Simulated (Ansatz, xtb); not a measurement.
Relative energy of two isomers of C8H5Cl

We compare I, `C#Cc1cccc(Cl)c1`, a singlet, with II, `C#Cc1ccc(Cl)cc1`, a singlet. Both are isolated molecules in the gas phase, relaxed with PBE0-D3(BJ)/def2-SVP.

Quicker runs give these differences E(II) − E(I): GFN2-xTB −0.003 eV; HF/STO-3G −0.007 eV (at GFN2-xTB geometries); r2SCAN-D4/def2-SVP −0.017 eV (at GFN2-xTB geometries).

Q: Estimate E(II) − E(I) at the level CCSD(T)/def2-SVP + ΔMP2/def2-TZVPP.

A: Too close to call at this level: CCSD(T)/def2-SVP + ΔMP2/def2-TZVPP gives E(II) − E(I) = −0.008 eV.

The same difference at several levels:

```
                             level              geometry  E(II) − E(I) (eV)  departure from the last row (eV)  job, with rough time for the two
                          GFN2-xTB              GFN2-xTB              −0.003                            +0.004              optimisation, 0.17 s
                         HF/STO-3G              GFN2-xTB              −0.007                            +0.001               single point, 0.5 s
                r2SCAN-D4/def2-SVP              GFN2-xTB              −0.017                            −0.009               single point, 4.3 s
              PBE0-D3(BJ)/def2-SVP  PBE0-D3(BJ)/def2-SVP              −0.016                            −0.008                optimisation, 32 s
                       HF/def2-SVP  PBE0-D3(BJ)/def2-SVP              −0.013                            −0.005           part of the CCSD(T) run
                      MP2/def2-SVP  PBE0-D3(BJ)/def2-SVP              −0.011                            −0.003           part of the CCSD(T) run
                  CCSD(T)/def2-SVP  PBE0-D3(BJ)/def2-SVP              −0.009                            −0.001                      single point
CCSD(T)/def2-SVP + ΔMP2/def2-TZVPP  PBE0-D3(BJ)/def2-SVP              −0.008                                               single point, 1.9 min
```

As drawn, both hold the same kinds of bond in the same numbers.

The largest departure from CCSD(T)/def2-SVP + ΔMP2/def2-TZVPP is that of r2SCAN-D4/def2-SVP, 0.009 eV. The last row adds to CCSD(T) the change of the MP2 difference between the two basis sets, here +0.001 eV.

With thermal terms from frequencies at re-optimised GFN2-xTB minima (ideal gas, soft modes damped towards free rotors, one conformer each, 298.15 K, 1 atm): on the last row, ΔE + ΔZPE = −0.008, ΔH = −0.007, ΔG = +0.012 eV.

The correlated steps freeze 13 core orbitals. Programs: Ansatz 0.2.0, xtb 6.7.1; the last row on 4 threads of Arm Neoverse V1 on a shared host.
